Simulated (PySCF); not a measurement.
Sn(H)(NH2)3 (H7N3Sn), SMILES [NH2][SnH]([NH2])[NH2].

Coordinates come from a PBE0-D3(BJ)/def2-SVP optimisation. The structure was generated by enumeration; whether it is a known compound was not checked. The def2 effective core potentials stand for the cores of Sn; spin–orbit coupling is left out. The values are those of a single conformer.

Two levels are set side by side: PBE/def2-TZVP (PySCF) and PBE0/def2-TZVP (PySCF). Same geometry, gas phase. Differences are taken from unrounded values.

```json
[
 {"quantity": "orbital gap (eV)", "PBE0": "7.12"},
 {"quantity": "highest occupied level (eV)", "PBE0": "-7.17"},
 {"quantity": "lowest empty level (eV)", "PBE0": "-0.05"},
 {"quantity": "dipole moment (D)", "PBE0": "1.33"},
 {"quantity": "mean polarisability (bohr³)", "PBE0": "62.3"}
]
```

What does PBE give, and how far is it from PBE0? (An estimate is asked for; the answer gives what the named calculation found.)


```csv
quantity,PBE,PBE minus PBE0
orbital gap (eV),4.76,-2.36
highest occupied level (eV),-5.73,1.44
lowest empty level (eV),-0.97,-0.92
dipole moment (D),1.24,-0.10
mean polarisability (bohr³),65.6,3.3
```

Without exact exchange PBE keeps part of each electron's self-repulsion, which lifts occupied levels and narrows the gap. Loosely held outer electrons make PBE densities more polarisable. Differences between two approximate levels are no errors against the true value.

Rough cost on one machine, each run with all the roots and properties that it gave: PBE0 against PBE within a factor of 2.
